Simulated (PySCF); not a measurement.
Electron correlation in Sb²⁺ (antimony, charge +2)

[Kr] 4d10 5s1 5p2, high-spin 4P determinant (an excited configuration). Calculation: PySCF 2.14, in x2c-TZVPPall with one added diffuse shell each of s, p, d, f type (9s7p5d3f, 76 functions); the spin-free X2C one-electron Hamiltonian (Gaussian nucleus). Frozen: [Kr] 4d10; 3 electrons correlated.

```csv
level,correlation energy (mhartree)
CCSD,-10.17
(T),-0.05
CCSD(T),-10.22
```

Diagnostics: T1 = 0.0019, D1 = 0.0038, largest double amplitude 0.035.

Cost of the coupled-cluster step: of the order of 2.6 core-seconds, for 3 correlated electrons.

Iterations:

```
CC2 = 0
CCSD nocc = (np.int64(3), np.int64(0)), nmo = (53, 53)
frozen orbitals [[0, 1, 2, 3, 4, 5, 6, 7, 8, 9, 10, 11, 12, 13, 14, 15, 16, 17, 18, 19, 20, 21, 22], [0, 1, 2, 3, 4, 5, 6, 7, 8, 9, 10, 11, 12, 13, 14, 15, 16, 17, 18, 19, 20, 21, 22]]
max_cycle = 100
direct = 0
conv_tol = 1e-08
conv_tol_normt = 1e-06
diis_space = 8
diis_start_cycle = 0
Init t2, MP2 energy = -0.00726380015274109
Init E_corr(UCCSD) = -0.00726380015366286
cycle = 1  E_corr(UCCSD) = -0.00925298159489597  dE = -0.00198918144  norm(t1,t2) = 0.0186547
cycle = 2  E_corr(UCCSD) = -0.00986036063580662  dE = -0.000607379041  norm(t1,t2) = 0.00656928
cycle = 3  E_corr(UCCSD) = -0.0101767033422909  dE = -0.000316342706  norm(t1,t2) = 0.00246883
cycle = 4  E_corr(UCCSD) = -0.0101712932457029  dE = 5.41009659e-06  norm(t1,t2) = 0.000201167
cycle = 5  E_corr(UCCSD) = -0.0101716283498862  dE = -3.35104183e-07  norm(t1,t2) = 1.90835e-05
cycle = 6  E_corr(UCCSD) = -0.0101715846641153  dE = 4.36857709e-08  norm(t1,t2) = 2.4796e-06
cycle = 7  E_corr(UCCSD) = -0.0101716046029628  dE = -1.99388475e-08  norm(t1,t2) = 1.95388e-07
cycle = 8  E_corr(UCCSD) = -0.0101716026588703  dE = 1.94409246e-09  norm(t1,t2) = 2.9311e-08
UCCSD converged
E(UCCSD) = -6476.853749958979  E_corr = -0.0101716026588703
UCCSD(T) correction = -4.70629218568335e-05
```
